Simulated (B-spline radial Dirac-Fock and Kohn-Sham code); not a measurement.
## Isotope-shift constants of the inner levels of Mo

System: the Mo atom, [Kr] 4d5 5s1.

These are calculated numbers from a radial B-spline solver; the model is first-order field-shift and mass-shift constants from Dirac-Fock ground and hole states with a Fermi nucleus; the mass shift has no relativistic recoil terms. A binding energy shifts by δE = F·δ⟨r²⟩ + (K_N + K_S)·δ(1/M); F is taken for a change of radius at fixed skin thickness and so holds the higher radial moments.

| level | F (meV/fm²) | K_N (meV u) | K_S (meV u) |
| --- | --- | --- | --- |
| K (1s) | -32.38 | -11010 | 4970 |
| L1 (2s) | -3.522 | -1583 | -183.2 |
| L2 (2p1/2) | 0.1995 | -1448 | 1868 |
| L3 (2p3/2) | 0.2426 | -1389 | 1714 |
| M1 (3s) | -0.6261 | -283.2 | -136.1 |
| M2 (3p1/2) | 0.04658 | -231.5 | 206.6 |
| M3 (3p3/2) | 0.05507 | -221.7 | 167.2 |
| M4 (3d3/2) | 0.04621 | -130.5 | 178.7 |
| M5 (3d5/2) | 0.04552 | -128.7 | 174.8 |

Line shifts in meV from A = 98 (mass 97.9054 u, rms radius 4.4091 fm); radii from Angeli and Marinova (2013).

| A | mass (u) | radius (fm) | Kα1 | Kα2 | Kβ1 | Lα1 |
| --- | --- | --- | --- | --- | --- | --- |
| 90 | 89.9139 | 4.3265 | +17.77 | +17.65 | +17.97 | +0.11 |
| 92 | 91.9068 | 4.3151 | +22.51 | +22.41 | +22.61 | +0.02 |
| 94 | 93.9051 | 4.3529 | +13.30 | +13.23 | +13.37 | +0.02 |
| 95 | 94.9058 | 4.3628 | +11.20 | +11.15 | +11.24 | +0.01 |
| 100 | 99.9075 | 4.4468 | ? | ? | ? | ? |
| 102 | 101.9103 | 4.4914 | -21.34 | -21.27 | -21.36 | +0.03 |
| 103 | 102.9131 | 4.5145 | -27.52 | -27.43 | -27.53 | +0.05 |
| 105 | 104.9170 | 4.5389 | -33.55 | -33.43 | -33.59 | +0.04 |
| 106 | 105.9183 | 4.549 | -35.97 | -35.84 | -36.03 | +0.03 |
| 108 | 107.9240 | 4.5602 | -38.18 | -38.03 | -38.29 | 0.00 |

Task: What are the shifts for A = 100?

Result: Kα1 -9.59 meV (field -10.89, mass +1.30); Kα2 -9.56 meV (field -10.88, mass +1.32); Kβ1 -9.60 meV (field -10.83, mass +1.22); Lα1 +0.01 meV (field +0.07, mass -0.06).
